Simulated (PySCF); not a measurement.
**Polarisability and C₆ of F²⁺ (fluorine, charge +2)**

[He] 2s1 2p3 3s1, high-spin 6S determinant (an excited configuration). Calculation: PySCF 2.14, in aug-cc-pwCVQZ (9s8p6d4f2g, 109 functions); no relativity, point nucleus. Coupled (time-dependent) response in atomic units; α is the mean over directions.

```tsv
method	mean α (bohr³)	C₆ (like pair)	S(−4)
UHF	36.01	150.4	1598
PBE	31.09	119.2	1238
PBE0	32.88	129.8	1374
PW91	30.95	118.1	1235
BHandHLYP	32.43	128.0	1317
```

S(−4) is the Cauchy moment in α(ω) = α(0) + S(−4) ω² + …

α(iu) at PBE:

```csv
u (hartree),α(iu) (bohr³)
0,31.09
0.0500,28.28
0.100,22.31
0.200,12.34
0.300,7.310
0.500,3.448
0.750,1.897
1.00,1.272
1.50,0.7531
2.00,0.5261
3.00,0.3104
5.00,0.1471
```

A single London oscillator, α(iu) = α/(1 + u²/ω²), gives C₆ = (3/4) ω α². Matching the computed C₆ needs ω = 4 × 119.2 / (3 × 31.09²) = 0.164 hartree.

For an ion, C₆ is the dispersion term alone; charge-induced terms of lower order in 1/R come first.

The outer electron is Rydberg-like, and this basis confines it to a smaller radius and binds it less than a complete one would.
